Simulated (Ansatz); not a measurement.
One change: `[NH2][Mo](=[O])(=[S])[Cl]` becomes `[NH2][W](=[O])(=[S])[Cl]`.

Ansatz, PBE0-D4/def2-TZVP geometries, multiplicity 1. Each molecule was computed in one conformer, which needn't be the lowest.

Elements past krypton have def2 core potentials.

| property | `[NH2][Mo](=[O])(=[S])[Cl]` |
| --- | --- |
| ideal-gas entropy at 298 K and 1 bar (rigid rotor, harmonic PBE0-D4/def2-TZVP) / J/(mol·K) | 353 |
| size of the dipole moment (PBE/def2-TZVPP) / D | 3.64 |
| size of the dipole moment (B3LYP/def2-TZVPP) / D | 3.67 |
| zero-point energy (PBE0-D4/def2-TZVP) / kJ/mol | 84.7 |
| LUMO energy (PBE0/def2-TZVPP) / eV | -3.06 |
| HOMO energy (PBE0/def2-TZVPP) / eV | -7.85 |

(1) Give the same properties after the change, and the shifts. (An estimate is asked.)

## Answers

(1) Ansatz gave: 
| property | `[NH2][W](=[O])(=[S])[Cl]` | shift |
| --- | --- | --- |
| ideal-gas entropy at 298 K and 1 bar (rigid rotor, harmonic PBE0-D4/def2-TZVP) / J/(mol·K) | 360 | 7 |
| size of the dipole moment (PBE/def2-TZVPP) / D | 3.83 | 0.19 |
| size of the dipole moment (B3LYP/def2-TZVPP) / D | 3.87 | 0.20 |
| zero-point energy (PBE0-D4/def2-TZVP) / kJ/mol | 84.5 | -0.2 |
| LUMO energy (PBE0/def2-TZVPP) / eV | -2.53 | 0.53 |
| HOMO energy (PBE0/def2-TZVPP) / eV | -7.75 | 0.10 |

With PBE0 the HOMO rises by 0.10 eV and the LUMO rises by 0.53 eV, so the gap widens by about 0.43 eV. PBE moves the HOMO by 0.09 eV and ωB97M-V by 0.11 eV. Dipoles are sizes alone; their direction can turn.

B3LYP here is the variant with VWN-RPA as its local correlation; programs differ in this.
